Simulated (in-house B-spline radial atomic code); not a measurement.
**RPA and G0W0 on SCAN: Ru IV (Ru3+)**

Configuration [Kr] 4d5, highest spin, mean-field start SCAN. Computed with an all-electron radial atomic-structure program (B-spline basis): all electrons, scalar-relativistic (spin-free one-electron X2C), finite nucleus, each spin shell either full or empty, empty states to l = 9 with an (l + 1/2)⁻⁴ tail; G0W0 by contour deformation at full frequency.

Command:
```bash
python run_gw.py task.json out
```
Settings (radii: box in bohr, nucleus in fm):
```
Z                        44
electrons                41
configuration            [Kr] 4d5
hamiltonian              x2c
method                   scan,scan
lmax                     9
rms_radius               4.4809
spin_polarised           True
box_radius               14.14
intervals                68
```

Time taken, with all properties: 3.1 s on 1 thread of Arm Neoverse V2 (shared host).

Energies (hartree):

```csv
term,value
mean-field total,-4528.79618
Hartree-Fock functional on these orbitals,-4526.27448
direct second order,-3.4428
second-order exchange,0.99592
SOSEX correction,0.93125
```

**Question.** What is the RPA correlation energy, and what remains with SOSEX?

**Answer.** RPA gives -3.0585 hartree (-2.03 eV per electron); RPA + SOSEX gives -2.1272, and the second-order doubles -2.4469 hartree (no singles). SOSEX takes back 30 % of the RPA value.

Quasi-particle levels (eV):

| level | occupied | mean field | Σx - vxc | Σc | QP weight | G0W0 |
| --- | --- | --- | --- | --- | --- | --- |
| 4d up | yes | -39.29 | -6.77 | ? | ? | ? |
| 4p down | yes | -78.84 | -7.95 | 0.59 | 0.909 | -86.20 |
| 4d down | no | -33.41 | 8.87 | -3.91 | 0.936 | -28.457 |

G0W0 = mean field + (Σx - vxc) + Σc, with Σc (partial-wave tail included) taken at the quasi-particle energy. Only the outer levels were computed. Levels of low weight are left out.

**Question.** Where does G0W0 put 4d up?

**Answer.** At -46.02 eV, with Σc = 0.04 eV and a quasi-particle weight of 0.932. The tabulated removal energy is 45 ± 1.7 eV (NIST, tabulated theory); the calculation leaves out spin-orbit coupling, Breit and QED terms, and what these don't explain is the method's own error.
